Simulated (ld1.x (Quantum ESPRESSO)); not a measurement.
**Transferability test, TM potential for arsenic (As)**

As, norm-conserving Troullier–Martins (Kleinman–Bylander form), made with ld1.x (Quantum ESPRESSO) 7.5 (PW91, non-relativistic). Core [Ar] 3d10, reference 4s2 4p1 (charge +2). Waves: 4s (bound): rc 1.25 bohr; 4p (bound): rc 1.70 bohr; 4d channel at 0.4 Ry: rc 1.30 bohr. Local part: all-electron potential smoothed inside 1.15 bohr (lloc = -1). Core correction: a·sin(br)/r model core inside 1.20 bohr.

Energies are relative to the spin-unpolarised reference configuration 4s2 4p1; without spin polarisation the order of configurations can differ from experiment.

```json
{"valence configuration": "4s2 4p3", "charge": "0", "ΔE all-electron (eV)": "-27.244", "error AE − PS (meV)": "-14"}
{"valence configuration": "4s2 4p2", "charge": "+1", "ΔE all-electron (eV)": "-18.006", "error AE − PS (meV)": "-8.1"}
{"valence configuration": "4s2 4p0", "charge": "+3", "ΔE all-electron (eV)": "27.779", "error AE − PS (meV)": "-29"}
{"valence configuration": "4s1 4p0", "charge": "+4", "ΔE all-electron (eV)": "77.778", "error AE − PS (meV)": "-212"}
{"valence configuration": "4s1 4p4", "charge": "0", "ΔE all-electron (eV)": "-18.293", "error AE − PS (meV)": "-1.9"}
```

Task: What are ΔE and the potential's error for 4s2 4p3.3?

Result: ΔE = -28.502 eV all-electron; the error (AE − PS) is -14 meV.

Task: What are ΔE and the potential's error for 4s2 4p2.5?

Result: ΔE = -23.645 eV all-electron; the error (AE − PS) is -12 meV.

Levels in the configuration 4s2 4p2:

| level | all-electron (eV) | pseudo (eV) |
| --- | --- | --- |
| 4s | -22.950 | -22.920 |
| 4p | -13.428 | -13.418 |

Note: ghost states, extra bound levels that the all-electron valence spectrum of the same l lacks: d at -332.6 eV, s at -63.9 eV. A true bound ghost makes a file unfit for plane-wave use.
